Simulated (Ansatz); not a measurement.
The same path of BFH2 + BrH (6 atoms, charge 0, multiplicity 1) was run twice with different band settings. Lost on the way: B1–F2, Br5–H6. Made: B1–Br5, F2–H6.

The calculation used RKS B3LYP/def2-SVP (Ansatz 0.2.0).

Relaxed end points:

```xyz
6
Properties=species:S:1:pos:R:3
B -0.013 0.463 -0.163
F 0.000 0.290 1.153
H 1.049 0.577 -0.720
H -1.087 0.504 -0.709
Br 0.119 -3.235 1.450
H 0.076 -1.883 1.911
```

```xyz
6
Properties=species:S:1:pos:R:3
B 0.016 -0.421 -0.166
F 0.008 0.142 1.740
H 1.058 0.081 -0.474
H -1.060 0.010 -0.463
Br 0.084 -2.358 0.210
H 0.039 -0.738 2.075
```

Common settings: movable images 5; climbing image yes; spring 5.0 eV/Å²; optimiser quadratic models (default); force threshold 0.05 eV/Å; iteration limit 60; end points relaxed.

| run | start path |
| --- | --- |
| 1 | through a guess of the saddle point |
| 2 | straight line |

(1) What does each run give, and how far can it be trusted?

## Answers

(1) Run 1: converged after 22 iterations, highest image 1.001 eV above the first end. A vibrational analysis at the climbing image gives one clearly imaginary mode, 894i cm⁻¹: a first-order saddle point.
Run 2: converged after 21 iterations, highest image 1.001 eV above the first end. Another band between the same ends (5 images) ends at a top of the same energy, where a vibrational analysis finds 1 clearly imaginary mode.
The orbitals stay closed-shell, which can raise the energy where a bond breaks towards radicals; this wasn't checked here.
